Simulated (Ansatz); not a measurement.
Geometry optimisation, Ansatz, RHF/def2-SVP.

Input:

```yaml
crystal:
  periodic: [false, false, false]
  atoms:
    - { symbol: B, position_ang: [-0.000167, -0.268574, 0.043471] }
    - { symbol: Cl, position_ang: [-0.001644, -0.65112, 1.828598] }
    - { symbol: F, position_ang: [1.141538, -0.267342, -0.565947] }
    - { symbol: H, position_ang: [-1.027043, -0.099447, -0.524158] }
    - { symbol: Br, position_ang: [0.055697, 2.880378, 0.833238] }
    - { symbol: H, position_ang: [0.110319, 1.919104, 1.968099] }
basis:
  gaussian: { orbitals: def2-SVP }
hamiltonian:
  xc: hf
relax:
  f_tol: 0.03
  max_steps: 50
```

Command:

```bash
$ ansatz run input.yaml --threads 1 --pin off --max-ram 2048MiB --backend cpu --events-out ev --progress --plain --runs-dir out
```

**Question.** Where does it end, and by what steps?

**Answer.** The forces met the threshold. After 12 steps the energy has fallen by 0.215 eV; H6 moved furthest, 0.64 Å.

```
step  energy less start (eV)  largest force component (eV/Å)  accepted
   0                  0.0000                           1.456       yes
   1                 -0.1557                           0.803       yes
   2                 -0.0922                           1.619        no
   3                 -0.1720                           0.699       yes
   4                 -0.1863                           0.649       yes
   5                 -0.1943                           0.620       yes
   6                 -0.2051                           0.456       yes
   7                 -0.2103                           0.251       yes
   8                 -0.2116                           0.247       yes
   9                 -0.2137                           0.113       yes
  10                 -0.2145                           0.040       yes
  11                 -0.2136                           0.178        no
  12                 -0.2147                           0.006       yes
```

```xyz
6
Properties=species:S:1:pos:R:3
B -0.001 -0.517 -0.038
Cl 0.009 -0.886 1.683
F 1.130 -0.519 -0.680
H -1.021 -0.293 -0.605
Br 0.074 3.223 1.006
H 0.088 2.505 2.217
```

Whether the end is a true minimum wasn't checked by a vibrational analysis.

The run took 31 s on 1 thread of Arm Neoverse V1 (shared host), peak memory 0.17 GiB.
